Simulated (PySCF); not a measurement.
NICS in one family of compounds.

NICS = −σ at a ghost point: NICS(0) at the centroid of the ring atoms, NICS(1) 1 Å to either side along the normal of their mean plane, zz for the tensor component along that normal. Level: GIAO PBE0/pcSseg-1 (PySCF, non-relativistic, gas phase) on the GFN2-xTB geometries, one conformer each. Atom numbers follow the mapped SMILES.

Question: Order these rings by mean NICS(1)zz, lowest (most negative) first (ppm).
A. ring C3–C4–P5–C6–O7 in `[CH:1]#[C:2][c:3]1[cH:4][p:5][cH:6][o:7]1`
B. ring C5–C6–P7–C8–O9 in `[CH3:1][C:2]([CH3:3])([CH3:4])[c:5]1[cH:6][p:7][cH:8][o:9]1`
C. ring C5–O6–C7–P8–C9 in `[CH3:1][O:2][C:3](=[O:4])[c:5]1[o:6][cH:7][p:8][c:9]1[CH:10]=[O:11]`

Answer: A (-26.4), B (-25.2), C (-23.4).

| SMILES | ring | NICS(0) | NICS(1) | NICS(1)zz | HOMA | rms pucker (Å) | ring atoms with four or more neighbours |
| --- | --- | --- | --- | --- | --- | --- | --- |
| C#Cc1cpco1 | 5-membered ring with O and P; formal bonds all aromatic | -12.1 | -11.2 | -26.4 | 0.55 | 0.00 | 0 |
| CC(C)(C)c1cpco1 | 5-membered ring with O and P; formal bonds all aromatic | -11.3 | -10.8 | -25.2 | 0.50 | 0.00 | 0 |
| COC(=O)c1ocpc1C=O | 5-membered ring with O and P; formal bonds all aromatic | -10.9 | -10.8 | -23.4 | 0.55 | 0.00 | 0 |

NICS(0) gives the same order. The isotropic NICS(1) ties some rings at the printed digit and otherwise keeps the order. HOMA uses Krygowski's 1993 parameters. NICS(1) and NICS(1)zz are means over the two faces.
